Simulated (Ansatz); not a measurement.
```yaml
crystal:
  periodic: [false, false, false]
  atoms:
    - {symbol: O, position_ang: [0.342070, 1.649093, -0.240278]}
    - {symbol: Si, position_ang: [0.259155, 0.124387, 0.331246]}
    - {symbol: S, position_ang: [0.489026, -1.224007, -1.300808]}
    - {symbol: I, position_ang: [-1.862344, -0.339587, 1.461389]}
    - {symbol: H, position_ang: [-0.277685, 1.904951, -0.927072]}
    - {symbol: H, position_ang: [1.324173, 0.023802, 1.344391]}
    - {symbol: H, position_ang: [-0.213195, -2.206741, -0.714567]}
basis:
  gaussian: {orbitals: LANL2DZ}
hamiltonian: {xc: {name: HF}}
correlation: {method: mp2}
output: {forces: true}
```

```sh
$ ansatz run in.yaml --threads 4 --pin off --events-out ev --progress --plain --max-ram 10444MiB
```

Problem. How does Ansatz answer? (Best estimate.)

Solution. The calculation gave: The input was rejected before any iteration.
```
Error: <dir> can't be read: No such file or directory (os error 2)
```
